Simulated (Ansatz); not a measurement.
Ag3Cl4⁻. The state is a singlet with charge -1. Geometry PBE-D4/def2-SVPD.

```xyz
7

Ag   -0.714   -0.987    2.738
Ag    0.739    1.076   -2.698
Ag   -0.069   -0.249   -0.114
Cl    0.656   -1.733    4.478
Cl   -2.207   -0.211    0.995
Cl    2.056   -0.347   -1.246
Cl   -0.462    2.452   -4.154
```

In the def2 sets Ag takes a core potential; there is no spin–orbit coupling. HSE06 is defined as in plane-wave codes, on full-range PBE exchange. No other spin state of charge -1 was run. The structure comes from a short search, and lower isomers may exist.

(1) Estimate the orbital energies around the gap (eV) in Ansatz with PBE-D4/def2-TZVPD, PBE0-D4/def2-TZVPD, r2SCAN0-D4/def2-TZVPD, HSE06-D4/def2-TZVPD, BHLYP-D4/def2-TZVPD.

Answers

(1) 
```json
{"orbital": "HOMO−5", "PBE-D4/def2-TZVPD": "-3.62", "PBE0-D4/def2-TZVPD": "-4.85", "r2SCAN0-D4/def2-TZVPD": "-5.02", "HSE06-D4/def2-TZVPD": "-4.45", "BHLYP-D4/def2-TZVPD": "-5.99"}
{"orbital": "HOMO−4", "PBE-D4/def2-TZVPD": "-3.50", "PBE0-D4/def2-TZVPD": "-4.75", "r2SCAN0-D4/def2-TZVPD": "-4.93", "HSE06-D4/def2-TZVPD": "-4.34", "BHLYP-D4/def2-TZVPD": "-5.91"}
{"orbital": "HOMO−3", "PBE-D4/def2-TZVPD": "-3.20", "PBE0-D4/def2-TZVPD": "-4.49", "r2SCAN0-D4/def2-TZVPD": "-4.68", "HSE06-D4/def2-TZVPD": "-4.09", "BHLYP-D4/def2-TZVPD": "-5.67"}
{"orbital": "HOMO−2", "PBE-D4/def2-TZVPD": "-3.16", "PBE0-D4/def2-TZVPD": "-4.46", "r2SCAN0-D4/def2-TZVPD": "-4.65", "HSE06-D4/def2-TZVPD": "-4.06", "BHLYP-D4/def2-TZVPD": "-5.65"}
{"orbital": "HOMO−1", "PBE-D4/def2-TZVPD": "-3.15", "PBE0-D4/def2-TZVPD": "-4.45", "r2SCAN0-D4/def2-TZVPD": "-4.65", "HSE06-D4/def2-TZVPD": "-4.05", "BHLYP-D4/def2-TZVPD": "-5.64"}
{"orbital": "HOMO", "PBE-D4/def2-TZVPD": "-3.06", "PBE0-D4/def2-TZVPD": "-4.36", "r2SCAN0-D4/def2-TZVPD": "-4.56", "HSE06-D4/def2-TZVPD": "-3.96", "BHLYP-D4/def2-TZVPD": "-5.57"}
{"orbital": "LUMO", "PBE-D4/def2-TZVPD": "0.21", "PBE0-D4/def2-TZVPD": "1.02", "r2SCAN0-D4/def2-TZVPD": "1.13", "HSE06-D4/def2-TZVPD": "0.67", "BHLYP-D4/def2-TZVPD": "1.76"}
{"orbital": "LUMO+1", "PBE-D4/def2-TZVPD": "0.96", "PBE0-D4/def2-TZVPD": "1.79", "r2SCAN0-D4/def2-TZVPD": "1.92", "HSE06-D4/def2-TZVPD": "1.44", "BHLYP-D4/def2-TZVPD": "2.54"}
{"orbital": "LUMO+2", "PBE-D4/def2-TZVPD": "1.76", "PBE0-D4/def2-TZVPD": "2.45", "r2SCAN0-D4/def2-TZVPD": "2.63", "HSE06-D4/def2-TZVPD": "2.12", "BHLYP-D4/def2-TZVPD": "2.93"}
{"orbital": "LUMO+3", "PBE-D4/def2-TZVPD": "1.82", "PBE0-D4/def2-TZVPD": "2.48", "r2SCAN0-D4/def2-TZVPD": "2.64", "HSE06-D4/def2-TZVPD": "2.14", "BHLYP-D4/def2-TZVPD": "2.96"}
{"orbital": "LUMO+4", "PBE-D4/def2-TZVPD": "1.89", "PBE0-D4/def2-TZVPD": "2.59", "r2SCAN0-D4/def2-TZVPD": "2.79", "HSE06-D4/def2-TZVPD": "2.25", "BHLYP-D4/def2-TZVPD": "3.22"}
{"orbital": "LUMO+5", "PBE-D4/def2-TZVPD": "2.67", "PBE0-D4/def2-TZVPD": "3.25", "r2SCAN0-D4/def2-TZVPD": "3.48", "HSE06-D4/def2-TZVPD": "2.95", "BHLYP-D4/def2-TZVPD": "3.58"}
```
